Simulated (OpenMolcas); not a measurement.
**Multiconfigurational calculation on Cu VI**

Input:

```
&GATEWAY
Coord
1

Cu 0.0 0.0 0.0
Basis=ANO-R1
Group=XYZ
NoMove
AngMom=0.0 0.0 0.0
AMFI
&SEWARD
&RASSCF
FileOrb=start.orb
Symmetry=1
Spin=5
nActEl=6 0 0
Inactive=3 6
Ras2=5 0
CIRoot=5 5 1
SDav=5
CIMx=300
Iter=120 100
PrWF=0.3
OrbListing=Nothing
MaxOrb=0
Atom
>>> COPY $Project.JobIph JOB001
&RASSCF
FileOrb=start.orb
Symmetry=1
Spin=3
nActEl=6 0 0
Inactive=3 6
Ras2=5 0
CIRoot=45 45 1
SDav=45
CIMx=300
Iter=120 100
PrWF=0.3
OrbListing=Nothing
MaxOrb=0
Atom
>>> COPY $Project.JobIph JOB002
&RASSCF
FileOrb=start.orb
Symmetry=1
Spin=1
nActEl=6 0 0
Inactive=3 6
Ras2=5 0
CIRoot=50 50 1
SDav=50
CIMx=300
Iter=120 100
PrWF=0.3
OrbListing=Nothing
MaxOrb=0
Atom
>>> COPY $Project.JobIph JOB003
&RASSI
NrOfJobIphs=3 5 30 22
1 2 3 4 5
1 2 3 4 5 6 7 8 9 10 11 12 13 14 15 16 17 18 19 20 21 22 23 24 25 26 27
28 29 30
1 2 3 4 5 6 7 8 9 10 11 12 13 14 15 16 17 18 19 20 21 22
IphNames
JOB001
JOB002
JOB003
EJob
SpinOrbit
DIPRint=1.0
SOCoupling=1000.0
Subsets=2
MEES
Property=10
'ANGMOM' 1 'ANGMOM' 2 'ANGMOM' 3 'MLTPL  1' 1 'MLTPL  1' 2 'MLTPL  1' 3
'AMFI' 1 'AMFI' 2 'AMFI' 3 'MLTPL  2' 6
SOProperty=3
'ANGMOM' 1 'ANGMOM' 2 'ANGMOM' 3
```

Launched by
```bash
OMP_NUM_THREADS=1 MOLCAS_MEM=2252 MOLCAS_PROJECT=a pymolcas a.inp > a.log  # once for each step of the input, in one work folder
```

A driver script runs the steps one by one and writes start.orb anew before each from the orbitals found so far.

Output, cut to the results:

```
--- SEWARD ---
Basis set label: CU.ANO-R...5S3P2D1F.

      Electronic valence basis set:
      ------------------
      Associated Effective Charge  29.000000 au
      Associated Actual Charge     29.000000 au
      Nuclear Model: Finite nucleus - Gaussian distribution
        Gaussian exponent, Xi/bohr**(-2):  2.76660E+08

      Shell  nPrim  nBasis  Cartesian Spherical Contaminant
         s      21       5        X
         p      13       3        X
         d       9       2                 X
         f       5       1                 X
                  Relativistic X2C integrals
                  Atomic mean-field integrals
--- RASSCF ---
Wave function specifications:
      -----------------------------

      Number of closed shell electrons          18
      Number of electrons in active shells       6
      Max number of holes in RAS1 space          0
      Max nr of electrons in RAS3 space          0
      Number of inactive orbitals                9
      Number of active orbitals                  5
      Number of secondary orbitals              17
      Spin quantum number                      2.0
      State symmetry                             1
Orbital specifications:
      -----------------------

      Symmetry species                           1   2
                                                ag  au
      Frozen orbitals                            0   0
      Inactive orbitals                          3   6
      Active orbitals                            5   0
      RAS1 orbitals                              0   0
      RAS2 orbitals                              5   0
      RAS3 orbitals                              0   0
      Secondary orbitals                         7  10
      Deleted orbitals                           0   0
      Number of basis functions                 15  16
      Number of CSFs                             5
      Number of root(s) required                 5
      Iter CI   SX   CI       RASSCF       Energy    max ROT     max BLB   max BLB  Level Ln srch  Step   QN
          iter iter root      energy       change     param      element    value   shift minimum  type update
 Nr of preliminary CI iterations:   1
      Total energies have been shifted. Add                -1000.00 au
        1   1    6    0  -644.68802006    0.00E+00  -2.12E-01*   5   8 2  1.14E+00*  0.00   0.00    SX    NO
        2   1    5    0  -646.08374453   -1.40E+00*  1.66E-02    6   9 2 -1.84E-01*  0.00   0.00    SX    NO
        3   1    4    0  -646.09441884   -1.07E-02* -5.88E-03    4  11 1  1.99E-02*  0.00   0.00    SX    NO
        4   1    4    0  -646.09481526   -3.96E-04*  1.86E-03    5   8 2 -9.85E-03*  0.00   0.00    SX    NO
        5   1    4    0  -646.09486659   -5.13E-05* -5.96E-04    6   9 2  3.15E-03*  0.00   0.71    QN   YES
        6   1    3    0  -646.09487727   -1.07E-05* -8.52E-06    5   8 2 -6.00E-05   0.00   1.01    QN   YES
        7   1    3    0  -646.09487727   -2.90E-09   8.37E-07    4   7 2 -8.33E-06   0.00   1.11    QN   YES
      Convergence after  7 iterations
        8   1    3    0  -646.09487728   -3.21E-11   8.37E-07    6   9 2 -3.70E-08   0.00   1.11    QN   YES
      Natural orbitals and occupation numbers for root  1
      sym 1:   1.000000   1.000000   2.000000   1.000000   1.000000
      Natural orbitals and occupation numbers for root  2
      sym 1:   2.000000   1.000000   1.000000   1.000000   1.000000
      Natural orbitals and occupation numbers for root  3
      sym 1:   1.000000   1.000000   1.000000   2.000000   1.000000
::    RASSCF root number  1 Total energy:  -1646.09487728
::    RASSCF root number  2 Total energy:  -1646.09487728
::    RASSCF root number  3 Total energy:  -1646.09487728
::    RASSCF root number  4 Total energy:  -1646.09487728
::    RASSCF root number  5 Total energy:  -1646.09487728
--- RASSCF ---
Wave function specifications:
      -----------------------------

      Number of closed shell electrons          18
      Number of electrons in active shells       6
      Max number of holes in RAS1 space          0
      Max nr of electrons in RAS3 space          0
      Number of inactive orbitals                9
      Number of active orbitals                  5
      Number of secondary orbitals              17
      Spin quantum number                      1.0
      State symmetry                             1
Orbital specifications:
      -----------------------

...
--- RASSI ---
SPIN-FREE ENERGIES:
  (Shifted by EMIN (a.u.) =      -1646.0948772750)

 SF State       Relative EMIN(au)   Rel lowest level(eV)    D:o, cm**(-1)      L_eff

     1             0.0000000000        0.0000000000              0.0000         2.0
     2             0.0000000000        0.0000000000              0.0000         2.0
     3             0.0000000000        0.0000000000              0.0000         2.0
     4             0.0000000000        0.0000000000              0.0000         2.0
     5             0.0000000000        0.0000000000              0.0000         2.0
     6             0.1469705599        3.9992726717          32256.3095         5.0
     7             0.1469705599        3.9992726717          32256.3095         5.0
     8             0.1469705599        3.9992726717          32256.3095         5.0
     9             0.1469705599        3.9992726717          32256.3095         5.0
    10             0.1469705599        3.9992726717          32256.3095         5.0
    11             0.1469705599        3.9992726717          32256.3095         5.0
    12             0.1469705599        3.9992726717          32256.3095         5.0
    13             0.1469705599        3.9992726717          32256.3095         5.0
    14             0.1469705599        3.9992726717          32256.3095         5.0
    15             0.1469705599        3.9992726717          32256.3095         5.0
    16             0.1469705599        3.9992726717          32256.3095         5.0
    17             0.1641428533        4.4665545798          36025.1922         1.0
    18             0.1641428533        4.4665545798          36025.1922         1.0
    19             0.1641428533        4.4665545798          36025.1922         1.0
    20             0.1688908986        4.5957554740          37067.2677         3.0
    21             0.1688908986        4.5957554740          37067.2677         3.0
...
```

Levels above the lowest, from the spin-orbit matrix, grouped by J:

```json
{"Configuration": "3d6", "Term": "5D", "J": "4", "E (cm-1)": "0.0", "Measured (cm-1)": "0.0", "g": "1.500", "Term weight %": "100"}
{"Configuration": "3d6", "Term": "5D", "J": "3", "E (cm-1)": "1229", "Measured (cm-1)": "1196", "g": "1.501", "Term weight %": "100"}
{"Configuration": "3d6", "Term": "5D", "J": "2", "E (cm-1)": "2053", "Measured (cm-1)": "1987", "g": "1.501", "Term weight %": "100"}
{"Configuration": "3d6", "Term": "5D", "J": "1", "E (cm-1)": "2566", "Measured (cm-1)": "2490", "g": "1.501", "Term weight %": "100"}
{"Configuration": "3d6", "Term": "5D", "J": "0", "E (cm-1)": "2813", "Measured (cm-1)": "2733", "g": "", "Term weight %": "100"}
{"Configuration": "3d6", "Term": "3H", "J": "6", "E (cm-1)": "32844", "Measured (cm-1)": "30418", "g": "1.166", "Term weight %": "99"}
{"Configuration": "3d6", "Term": "3H", "J": "5", "E (cm-1)": "33405", "Measured (cm-1)": "31009", "g": "1.038", "Term weight %": "97"}
{"Configuration": "3d6", "Term": "3H", "J": "4", "E (cm-1)": "33768", "Measured (cm-1)": "31288", "g": "0.815", "Term weight %": "95"}
{"Configuration": "3d6", "Term": "3P", "J": "2", "E (cm-1)": "35681", "Measured (cm-1)": "29285", "g": "1.501", "Term weight %": "100"}
{"Configuration": "3d6", "Term": "3F", "J": "4", "E (cm-1)": "37451", "Measured (cm-1)": "32756", "g": "1.221", "Term weight %": "89"}
{"Configuration": "3d6", "Term": "3F", "J": "3", "E (cm-1)": "38139", "Measured (cm-1)": "33296", "g": "1.060", "Term weight %": "93"}
{"Configuration": "3d6", "Term": "3F", "J": "2", "E (cm-1)": "38821", "Measured (cm-1)": "33740", "g": "0.666", "Term weight %": "100"}
{"Configuration": "3d6", "Term": "3P", "J": "1", "E (cm-1)": "39122", "Measured (cm-1)": "32685", "g": "1.501", "Term weight %": "100"}
{"Configuration": "3d6", "Term": "3P", "J": "0", "E (cm-1)": "40847", "Measured (cm-1)": "33868", "g": "", "Term weight %": "100"}
{"Configuration": "3d6", "Term": "3G", "J": "5", "E (cm-1)": "41518", "Measured (cm-1)": "37378", "g": "1.196", "Term weight %": "97"}
```

Against the 14 measured excited levels shown (Sugar and Musgrove, J. Phys. Chem. Ref. Data 19, 527 (1990)) the mean absolute deviation is 3300 cm-1; the largest miss in energy is 3d6 3P0: computed 40847, measured 33868 cm-1 (+20.6 %).

Some high roots are left out of the spin-orbit mixing, which shifts the levels that they would mix with. Without dynamic correlation excited terms often stand tens of per cent too high (terms of higher spin than the ground term too low), and those without a measured partner can miss by more than the paired ones. Some levels mix across a computed gap that differs much from the measured one, so their mixing is not that of the real levels. The basis is small and was not contracted for so high a charge. Computed and measured levels are paired by configuration, term and J; levels that our copy of the source lacks, or whose pairing is in doubt (as where it misses far off the trend of its configuration), stay unpaired and out of the deviations. Levels of configurations outside the active space are missing. The first state left out of the spin-orbit step lies near 53000 cm-1 above the lowest spin-free state of the reference (among the parities and spins computed), and the list stops at four fifths of that energy or lower.

The term weight is that of the spin-free term in the level, not the purity of its configuration.
